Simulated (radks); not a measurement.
Values are calculated unless marked as measured or tabulated.
Question: These are the eigenvalues of the occupied orbitals of an atom or ion with whole-number occupations (eV). Code: a radial shooting solver on a logarithmic mesh with Libxc functionals. Model: Dirac Kohn-Sham, PBE, spin-unpolarised, spherical densities, finite nucleus; Fermi nuclear charge, rms radius of each element as measured or else 0.836 A^(1/3) + 0.57 fm.

| orbital | eigenvalue |
|---|---|
| 1s1/2 | -5449.633 |
| 2s1/2 | -686.6679 |
| 2p1/2 | -592.2545 |
| 2p3/2 | -585.1294 |
| 3s1/2 | -142.6574 |
| 3p1/2 | -115.8952 |
| 3p3/2 | -114.8832 |
| 3d3/2 | -73.1839 |
| 4p1/2 | -38.7190 |

Which element is it, and in what charge state? The configuration may be excited. Open shells, if any, fill j = l - 1/2 first.

Answer: Z = 23, vanadium, charge +4: V4+ in [Ne] 3s2 3p4 3d1 4p2. The list shows which subshells hold electrons but not how many an open one holds; the 1s level, -200.27 hartree, gives Z - s = 20.0 by -(Z - s)^2/2, which with screening and relativity narrows Z to a few neighbours, and the depths of the outer levels then fix element, charge and occupations together.
